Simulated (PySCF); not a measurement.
SMILES [SiH3]CO[SiH3] (CH₈OSi₂), GFN2-xTB optimised geometry.

```
12

Si     1.44    -0.99     0.00
C     -0.47    -0.99     0.00
O     -1.00     0.31     0.00
Si    -1.29     1.31     1.23
H      1.86    -2.39    -0.08
H      1.93    -0.39     1.24
H      1.92    -0.23    -1.15
H     -0.86    -1.55     0.86
H     -0.85    -1.48    -0.90
H     -2.17     0.69     2.23
H     -1.93     2.39     0.49
H     -0.06     1.72     1.92
```

Density from PySCF 2.14.0 with B3LYP/def2-TZVP at that geometry.

Minimum of the electron density along straight lines between bonded atoms, close to the bond critical point (lines longer than 1.1 times the sum of covalent radii, or with two minima, are not listed):

| bond | length / Å | ρ at the minimum / e bohr⁻³ | ∇²ρ there / e bohr⁻⁵ | position (fraction from the first atom) |
|---|---|---|---|---|
| Si1–C2 | 1.911 | 0.119 | 0.14 | 0.39 |
| C2–O3 | 1.406 | 0.256 | -0.48 | 0.35 |
| O3–Si4 | 1.614 | 0.145 | 0.95 | 0.59 |
| Si1–H5 | 1.464 | 0.124 | 0.18 | 0.49 |
| Si1–H6 | 1.463 | 0.125 | 0.18 | 0.49 |
| Si1–H7 | 1.461 | 0.126 | 0.18 | 0.49 |
| C2–H8 | 1.096 | 0.280 | -0.97 | 0.64 |
| C2–H9 | 1.095 | 0.282 | -0.98 | 0.64 |
| Si4–H10 | 1.468 | 0.126 | 0.17 | 0.49 |
| Si4–H11 | 1.453 | 0.129 | 0.19 | 0.49 |
| Si4–H12 | 1.468 | 0.126 | 0.17 | 0.49 |
